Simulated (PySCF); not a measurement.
Si(vinyl)2Ph2, C₁₆H₁₆Si.
InChI=1S/C16H16Si/c1-3-17(4-2,15-11-7-5-8-12-15)16-13-9-6-10-14-16/h3-14H,1-2H2

Method used: TDDFT CAM-B3LYP/def2-SVPD, vertical, gas phase, core orbitals frozen in the response in PySCF. The structure is a single PBE0-D3(BJ)/def2-SVP conformer in the gas phase; no vibrational or solvent corrections.

Computed states:

```
state  E (eV)       f
   S1    5.36  0.0022
   S2    5.36  0.0025
   S3    5.91   0.100
   S4    5.97   0.032
   S5    6.23   0.030
   S6    6.31   0.064
   S7    6.55   0.088
   S8    6.63   0.714
   S9    6.65   0.018
  S10    6.72   0.090
```

Broadening: Gaussians 0.3 eV wide at half height, area fixed by f = 4.319×10⁻⁹ ∫ε dν̃. The width is an assumption, not a result. The curve ends short of the highest state used, and states not computed would add to its high-energy end.

Task: What does the envelope look like, and where are its maxima?

Result: 
λ (nm), ε (L mol⁻¹ cm⁻¹) and a bar:
```
    202.5       7669 ###################
    203.4       7966 ####################
    204.3       8537 ######################
    205.3       9398 ########################
    206.2      10247 ##########################
    207.1      11019 ############################
    208.0      11581 #############################
    208.9      11827 ##############################
    209.8      11696 ##############################
    210.7      11184 ############################
    211.6      10331 ##########################
    212.5       9220 #######################
    213.4       7952 ####################
    214.4       6485 ################
    215.3       5213 #############
    216.2       4058 ##########
    217.1       3063 ########
    218.0       2246 ######
    218.9       1605 ####
    219.8       1125 ###
    220.7        781 ##
    221.6        549 #
    222.5        404 #
    223.5        317 #
    224.4        286 #
    225.3        285 #
    226.2        303 #
    227.1        330 #
    228.0        361 #
    228.9        388 #
    229.8        409 #
    230.7        421 #
    231.7        422 #
    232.6        411 #
    233.5        391 #
    234.4        362 #
    235.3        328 #
    236.2        289 #
    237.1        249 #
    238.0        210 #
    238.9        173 
    239.8        139 
    240.8        107 
    241.7         82 
    242.6         62 
    243.5         46 
    244.4         33 
    245.3         24 
    246.2         17 
    247.1         11 
    248.0          8 
    249.0          5 
    249.9          3 
    250.8          2 
    251.7          1 
    252.6          1
```

Maxima: 231 nm (5.36 eV), ε about 420, made up of S1 (47%) and S2 (53%); 209 nm (5.93 eV), ε about 12000, made up of S3 (75%) and S4 (23%) (ε in L mol⁻¹ cm⁻¹; maxima over ε = 5, shares over 10%).

Task: On this curve, what absorbance would a 10⁻³ mol/L sample give at 222 nm over a 1 cm path?

Result: 222 nm is 5.585 eV, where ε is about 480 L mol⁻¹ cm⁻¹, so A = ε c l ≈ 0.48 (Beer–Lambert, with the gas-phase spectrum and the assumed width).

Task: Coming from long wavelengths, where does ε first pass 100 L mol⁻¹ cm⁻¹?

Result: At about 241 nm (5.14 eV), 0.21 eV below S1.

Task: What would ε be at 5.93 eV, the highest of these maxima, with half the width (0.15 eV)?

Result: About 21500 L mol⁻¹ cm⁻¹ against 11800, a factor of about 1.8; a lone state at its own centre would give exactly 2.

The run took 4.2 min wall, 8.9 min CPU (with the writing of density and orbital grids) on 2 threads of an Intel Xeon 6975P-C (shared host), and the process peaked at 4.8 GiB of memory.
